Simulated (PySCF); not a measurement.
A structure optimised at PBE-D3(BJ)/def2-SVP, used in a PySCF frequency run:

```
S
Si 1 2.1345
F 2 1.6239 1 111.60
F 2 1.6305 3 106.64 1 119.08
H 2 1.4868 3 108.55 4 118.51
Si 1 2.1682 2 99.52 5 -144.65
H 6 1.4940 1 111.52 2 61.06
H 6 1.4959 7 112.06 4 -165.92
Cl 6 2.0747 7 108.56 8 -121.03
```

Question: Write its SMILES and formula.

Answer: F[SiH](F)S[SiH2]Cl, ClF₂H₃SSi₂

Question: What are its rotational constants (standard atomic weights)?

Answer: 1.9910, 1.0702, 0.89300 GHz
